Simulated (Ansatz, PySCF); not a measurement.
Species: diantimony, Sb₂, charge 0, multiplicity 1. 
Structure (B3LYP-D3(BJ)/def2-TZVP (Ansatz, an electronic-structure program) minimum search):
```xyz
2

Sb     0.0000     0.0000    -1.2440
Sb     0.0000     0.0000     1.2440
```

Total electronic energies in hartree. Valence correlation only, unless marked. Spin-orbit coupling is left out. Frozen are the shells of the preceding noble gas and the d and f shells that filled before the atom's block. In def2 rows, elements after Kr have scalar-relativistic effective core potentials. Basis-set limits of correlation are two-point, X^-3; Hartree-Fock from the larger set. The bracket is a focal-point correction in the basis named.

The Hartree-Fock reference is unstable (checked in the largest basis), which strains HF and MP2. 

```tsv
level	program	energy (Eh)
HF/def2-SVPD	Ansatz	-478.52988
HF/def2-TZVPP	Ansatz	-478.54146
HF/def2-QZVPP	Ansatz	-478.54411
HF-D3(BJ)/def2-TZVPD	PySCF + dftd3	-478.56349
SVWN5/def2-TZVPD	Ansatz	-479.83008
BLYP-D3(BJ)/def2-TZVPD	Ansatz + dftd3	-480.45580
revPBE-D4/def2-TZVPD	Ansatz + dftd4	-480.63812
BP86-D4/def2-TZVPD	PySCF + dftd4	-480.79700
BP86/def2-TZVPD	PySCF	-480.79362
TPSS/def2-TZVPD	PySCF	-480.34787
r2SCAN/def2-TZVPD	PySCF	-480.72182
B3LYP-D4/def2-TZVPD	Ansatz + dftd4	-480.70274
BHLYP-D4/def2-TZVPD	Ansatz + dftd4	-480.40293
r2SCANh/def2-TZVPD	Ansatz	-480.69498
CAM-B3LYP-D4/def2-TZVPD	Ansatz + dftd4	-480.50402
LC-wPBE/def2-TZVPD	Ansatz	-480.56128
MP2/def2-SVPD	Ansatz	-478.72068
SCS-MP2/def2-QZVPPD	Ansatz	-478.78873
CCSD/def2-TZVPPD	Ansatz	-478.77919
CCSD(T)/def2-SVP	Ansatz	-478.73778
CCSD(T)/def2-TZVPP	Ansatz	-478.79577
RI-MP2/CBS(def2-TZVPPD,def2-QZVPPD)+[CCSD(T)-MP2]/def2-QZVPPD	Ansatz	-478.8292
CCSD(T)/CBS(def2-TZVPPD,def2-QZVPPD)	Ansatz	-478.8277
```

Totals of different functionals don't rank their quality; only differences between species are comparable.
